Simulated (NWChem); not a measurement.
# C2H9NSi; SMILES [SiH2](NC)C

```xyz
13

Si    -0.5795    -0.6510     0.1035
C      0.9902    -1.6357    -0.1925
N     -0.3816     1.0113    -0.3564
C      0.5485     1.9327     0.2488
H     -1.7033    -1.1634    -0.7404
H     -0.9668    -0.8446     1.5461
H      1.8202    -1.2706     0.4330
H      1.3012    -1.5724    -1.2463
H      0.8282    -2.6951     0.0622
H     -1.1919     1.4627    -0.7654
H      0.1626     2.4409     1.1552
H      1.4675     1.4033     0.5476
H      0.8600     2.7171    -0.4622
```
Atoms are numbered in this order, from 1.

Program: NWChem. The geometry was optimised at PBE0/def2-SVP. Level: PBE0/def2-SVP with SMD (1 M gas to 1 M solution), gas-phase geometry. Reactions with the solvent are ignored.

Predict the results for solvent water. Quantities: solvation free energy (kcal/mol); cavity-dispersion-structure term (kcal/mol); dipole in solution (D).


```yaml
solvation free energy (kcal/mol): 1.1
cavity-dispersion-structure term (kcal/mol): 3.9
dipole in solution (D): 1.16
```
